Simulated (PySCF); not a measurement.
## How methods differ on the excitation energy of Ge

Ge [Ar] 3d10 4s2 4p2 (3P) → Ge [Ar] 3d10 4s1 4p2 5s1 (5P), as a difference of total energies. Computed with PySCF 2.14 in aug-cc-pVTZ-PP with ECP10MDF (6s5p4d2f, 55 functions), with scalar relativity through the core potential. Correlated levels: valence: 3s2 3p6 3d10 frozen. The calculations carry no spin-orbit coupling.

| method | excitation energy (cm⁻¹) |
| --- | --- |
| UHF | 74153 |
| LDA | 92714 |
| PBE | 90286 |
| PBE0 | 88204 |
| r2SCAN | 88330 |
| MN15 | 90411 |
| B2PLYP | 89135 |
| PBEsol | 89949 |
| MP2 (valence) | 82173 |
| SCS-MP2 (valence) | 84789 |

The upper state lies above the first ionisation limit, but in LS coupling its spin forbids autoionisation to the ground ion. A Rydberg-like electron needs more diffuse functions than a valence basis has.

The promoted electron is Rydberg-like, and one or two diffuse shells describe it only roughly, which tends to raise the upper state.
